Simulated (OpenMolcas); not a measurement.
**What dynamic correlation does to the levels of S+**

```
Program             : OpenMolcas 26.06
Basis               : ANO-RCC-VQZP [6s5p3d2f1g]
Scalar Hamiltonian  : DKH2, point nucleus
Active space        : 5 electrons in 9 orbitals (RAS2 3s 3p; RAS3 3d, at most 2 electrons)
State averaging     : 2S+1 = 4 odd, 1 root; 2S+1 = 2 odd, 8 roots; 2S+1 = 4 even, 3 roots; 2S+1 = 2 even, 8 roots
Spin-orbit coupling : state interaction with AMFI integrals over the reference wave functions, term energies averaged over their components
```

Methods on the same reference wave functions:
A. RASSCF
B. SS-RASPT2, IPEA 0.25 Eh, imaginary shift 0.1 Eh (closed shells correlated: 2s 2p)

Energies in cm-1 above 3s2 3p3 4S* 3/2, the measured ground level; measured values from NIST Handbook of Basic Atomic Spectroscopic Data.

```json
{"Level": "3s2 3p3 4S* 3/2", "A": "0.0", "B": "0.0", "Measured": "0.0"}
{"Level": "3s2 3p3 2D* 3/2", "A": "18165", "B": "15000", "Measured": "14853"}
{"Level": "3s2 3p3 2D* 5/2", "A": "18186", "B": "15020", "Measured": "14885"}
{"Level": "3s2 3p3 2P* 1/2", "A": "28392", "B": "25010", "Measured": "24525"}
{"Level": "3s2 3p3 2P* 3/2", "A": "28408", "B": "25030", "Measured": "24572"}
{"Level": "3s 3p4 4P 5/2", "A": "79529", "B": "79230", "Measured": "79395"}
{"Level": "3s 3p4 4P 3/2", "A": "79854", "B": "79560", "Measured": "79757"}
{"Level": "3s 3p4 4P 1/2", "A": "80048", "B": "79750", "Measured": "79963"}
{"Level": "3s 3p4 2D 3/2", "A": "102887", "B": "99340", "Measured": "97891"}
{"Level": "3s 3p4 2D 5/2", "A": "102894", "B": "99350", "Measured": "97919"}
```

Deviations, from unrounded energies. A percentage is the sum of absolute deviations over the sum of measured energies, with the sign that they share, or ± where signs differ.

| Against measurement | Levels | A | B |
| --- | --- | --- | --- |
| mean absolute deviation (cm-1) | 9 | 2700 | 520 |
| other terms of the ground configuration (%) | 4 | +18.2 | +1.6 |
| other configurations (%) | 5 | +2.4 | ±0.8 |

B lies closest to measurement on these levels. The largest miss of B in the table is 3s 3p4 2D 3/2, by +1500 cm-1. The ranking rests on the paired levels alone, and a cruder setting can come out closer through cancelling errors.

From A to B the spin-free energies of the other terms of 3s2 3p3 shown, above 4S*, scale by factors of 0.83 to 0.88.

The lowest spin-free term lies below A's lowest term by 0.074 hartree in B.

CASPT2 does not keep the components of a term degenerate, so their means are used; among the terms shown or strongly mixed into the levels shown the widest spread is 47 cm-1 (3s 3p4 2D, B). Configurations are named by rounded mean occupations; where the s occupation lies near a half they are strongly mixed, a name can repeat and a true partner stay unpaired. The run also gave levels led by 3s2 3p2 3d, which use shells meant for correlation; these and all levels above them are left out. Some terms mix strongly with configurations of 3d, whose occupation reaches 0.38 (3s 3p4 4P, 3s 3p4 2D). Without dynamic correlation excited terms often stand tens of per cent too high (terms of higher spin than the ground term too low), and those without a measured partner can miss by more than the paired ones (holds for A). Computed and measured levels are paired by configuration, term and J; levels that our copy of the source lacks, or whose pairing is in doubt (as where it misses far off the trend of its configuration), stay unpaired and out of the deviations. Levels of configurations outside the active space are missing. Levels that lie high or do not pair safely by name in every column are left out.

* marks odd parity.
